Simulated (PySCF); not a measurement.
A geometry optimisation on `F[SiH](F)I`.

Method: PBE0-D3(BJ)/def2-SVP geometry optimisation, gas phase, def2 core potentials past Kr (PySCF 2.14.0). Start geometry: GFN2-xTB. A driver script takes a list of jobs; this job's settings line and coordinates (Å) are shown.

Input:
```
{"job": {"xc": "PBE0", "basis": "def2-SVP", "d3": "d3bj", "grid": 1, "maxiter": 30, "shake": 0.01, "kind": "geom"}, "charge": 0, "multiplicity": 1}
F     -0.664740     1.237450    -0.715100
Si    -0.163620    -0.001720     0.081720
F     -0.754750    -1.219600    -0.755380
I      2.294980    -0.041500    -0.057090
H     -0.678310    -0.008600     1.407950
```

Output:
```
step   0  E = -787.08431050  max force = 0.038480
step   1  E = -787.08725196  max force = 0.010780
step   2  E = -787.08894543  max force = 0.003942
step   3  E = -787.08904660  max force = 0.000957
step   4  E = -787.08906146  max force = 0.000278
optimisation converged
```

Energies in Eh; «max force» is the largest Cartesian gradient component in Eh/bohr.

Task: How much energy does the optimisation release, in kcal/mol?

Result: E(step 0) − E(last step) = 0.004751 Eh, which is 3.0 kcal/mol.

Task: Give the first gradient maximum in eV/Å.

Result: With 1 Eh/bohr = 51.422 eV/Å, 1.979 eV/Å.

In short: final energy -787.08906 Eh after 4 steps; dipole 1.35 D.

The run took 12 s of wall time on one thread of an Intel Xeon Platinum 8488C, no GPU, shared host with 96 logical CPUs at a one-minute load of 20, and the process peaked at 0.35 GiB of memory.
Labels such as C1 count atoms from 1, the log's own numbers from 0.
